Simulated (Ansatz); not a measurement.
The molecule MgO, closed-shell singlet (the spin of the measured ground state).

D_e counts from the fitted minimum to each atom's lowest state at the same level, without counterpoise. The singlet is restricted.

Programs: Ansatz (a quantum-chemistry and plane-wave program). Values without a source in brackets are computed.

Give the bond energy D_e at the level SVWN5/def2-TZVPP.

84.4 kcal/mol

Estimate the bond energy D_e that wB97X-V/def2-TZVPP returns for this input.

47.4 kcal/mol
